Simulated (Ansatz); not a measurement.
Reaction: SiH2F2 (difluorosilane, SMILES F[SiH2]F) → SiHF2 (SMILES [SiH](F)F, doublet) + H (doublet) (the H-Si bond breaks)
Each species at its own B3LYP-D3(BJ)/def2-TZVP minimum (Ansatz, a program for electronic structure).

Total energies in hartree (Ansatz). Radicals and triplets start from unrestricted determinants; spin-orbit coupling is neglected. Correlated methods leave the cores frozen. No relativity. For partners of very few electrons the exact lower level stands in for a higher one.

```tsv
species	HF/cc-pV(T+d)Z	CCSD(T)/cc-pV(T+d)Z	HF/cc-pV(Q+d)Z	CCSD(T)/cc-pV(Q+d)Z	CCSD(T)/cc-pV(D+d)Z	CCSDT(Q)/cc-pV(D+d)Z
1: SiH2F2 (SMILES F[SiH2]F)	-489.20547	-489.86307	-489.22975	-489.94399	-489.60336	-489.60485
2: SiHF2 (SMILES [SiH](F)F, doublet)	-488.57521	-489.20247	-488.59953	-489.28208	-488.94756	-488.94916
3: H (doublet)	-0.49981	-0.49981	-0.49995	-0.49995	-0.49928	-0.49928
```

Problem. Work out the bond dissociation energy (electronic) in kcal/mol: take Hartree-Fock from cc-pV(Q+d)Z, extrapolate the CCSD(T) correlation energy as X^-3 (X = 3, 4), and add CCSDT(Q) - CCSD(T) in cc-pV(D+d)Z. 1 hartree = 627.51 kcal/mol.

Solution. 
Species 1: correlation (64·(-0.71424) - 27·(-0.65760))/37 = -0.75557; step -0.00149; E1 = -489.22975 + (-0.75557) + (-0.00149) = -489.98681
Species 2: correlation (64·(-0.68255) - 27·(-0.62726))/37 = -0.72290; step -0.00160; E2 = -488.59953 + (-0.72290) + (-0.00160) = -489.32403
Species 3: correlation (64·(0.00000) - 27·(0.00000))/37 = 0.00000; step +0.00000; E3 = -0.49995 + (0.00000) + (+0.00000) = -0.49995
-1·E1 +1·E2 +1·E3 = 0.16283 hartree = 102.2 kcal/mol.
